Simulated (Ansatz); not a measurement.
Z-matrix (Å, degrees):
```
C
Se 1 1.965
H 1 1.086 2 110.7
H 1 1.086 2 110.7 3 123.3
H 1 1.089 2 104.9 3 -118.3
In 2 2.455 1 97.4 3 -61.8
F 6 1.933 2 129.0 1 179.8
F 6 1.943 2 120.3 1 -0.2
```

Total charge 0; spin multiplicity 1. In takes the def2 core potential.

**Question.** List the CAM-B3LYP/def2-TZVPP orbital energies in eV (Ansatz). (Estimate.)

**Answer.** The calculation gave: Occupied: -12353.60, -1582.77, -1420.99, -1420.97, -1420.90, -672.22, -672.10, -280.20, -215.35, -159.47, -159.38, -159.18, -130.34, -87.09, -86.82, -86.80, -60.28, -60.27, -60.11, -60.04, -60.01, -32.63, -32.50, -24.28, -23.94, -23.92, -23.83, -23.66, -23.17, -19.77, -14.67, -14.18, -14.08, -12.78, -12.44, -12.40, -12.09, -11.98, -11.74, -10.22, -8.85. Lowest empty: -1.56, -0.45, 0.16, 1.58, 2.11, 2.44, 2.89, 2.94.
